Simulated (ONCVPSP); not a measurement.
# Building the ONCV potential for Zr (PBE, fully relativistic).

| Quantity | Value |
| --- | --- |
| Element | Zr |
| Generator | ONCVPSP 4.0.1 |
| Type | optimised norm-conserving Vanderbilt (ONCV) |
| Functional | PBE |
| Relativity | fully relativistic |
| Frozen core | [Ar] 3d10 |
| Valence charge | 12 |
| Reference configuration | 4s2 4p6 4d2 5s1 (charge +1) |
| Partial waves | 4s+5s: rc 2.30 bohr, ncon 3, nbas 7, qcut 5.7 1/bohr, 3 projectors, debl 2.75 Ha; 4p: rc 1.25 bohr, ncon 4, nbas 9, qcut 5.5 1/bohr, 1 projector; 4d: rc 1.70 bohr, ncon 4, nbas 8, qcut 5.7 1/bohr, 2 projectors, debl 1.1 Ha |
| Local potential | polynomial inside 1.20 bohr (lpopt 5, dvloc0 0 Ha) |
| Core correction | polynomial model core, fcfact 0.2 |

Open shells are filled in proportion to 2j + 1.

Poles of the logarithmic derivatives, all-electron (AE) and pseudo (PS). s: poles at -2.2, 2.3 (AE) and -2.2, 2.3 (PS) Ha. p3/2: poles at 3.1 (AE) and 2.2 (PS) Ha. p1/2: poles at 2.8 (AE) and 2.0 (PS) Ha. d5/2: poles at 1.5 (AE) and 1.5 (PS) Ha. d3/2: poles at 1.4 (AE) and 1.4 (PS) Ha. Test radii: s 2.33, p3/2 1.27, p1/2 1.27, d5/2 1.72, d3/2 1.72 bohr.

* Cutoffs needed: 93 Ha and 169 Ha (the cutoffs (Ha) at which the residual kinetic energy of the hardest occupied pseudo-wave falls to 1 and 0.1 mHa per electron)
* Ghost test: no bound ghost flagged; GHOST(+) flagged for s at 160.9 eV
* Largest excitation error: +23 meV (all-electron minus pseudo) for 4s2 4p6 4d2 5s1 5p1, out of 4 test configurations
* rms error of d²Exc/dni dnj: 6.78 mHa without and 3.19 mHa with the model core
